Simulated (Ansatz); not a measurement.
closo-1-SB4 (no H on S) (B₄H₄S). Total charge 0; singlet. Geometry PBE0-D4/def2-SVP, basis def2-TZVP, Ansatz.

Cartesian coordinates in Å:
```
B 1.096 0.075 -0.039
B -0.555 0.640 -0.700
S 0.263 1.587 0.699
B -0.155 -0.938 -0.413
B -0.443 -0.127 0.998
H 2.287 0.006 -0.149
H -1.197 1.197 -1.544
H -0.335 -2.019 -0.890
H -0.959 -0.420 2.038
```

| run | HOMO (eV) | LUMO (eV) |
| --- | --- | --- |
| A | -8.37 | -1.22 |
| B | -8.01 | -1.49 |
| C | -10.55 | 2.18 |
| D | -8.25 | -1.33 |
| E | -10.50 | 0.81 |
| F | -10.87 | 0.84 |

LC-ωPBE has ω = 0.4 bohr⁻¹. B3LYP takes the VWN-RPA correlation.

Problem. The runs used B3LYP, HF, LC-ωPBE, PBE0, r2SCAN0, ωB97X-V. Estimate which is which.

Solution. A r2SCAN0 (25 % exact exchange); B B3LYP (20 % exact exchange); C HF (100 % exact exchange); D PBE0 (25 % exact exchange); E ωB97X-V (range-separated); F LC-ωPBE (range-separated). Exact exchange lowers occupied and raises empty levels; among semilocal functionals meta-GGAs tend to open the gap a little, and such runs are hard to tell apart. The gap grows from 6.52 eV (B3LYP) to 12.72 eV (HF).
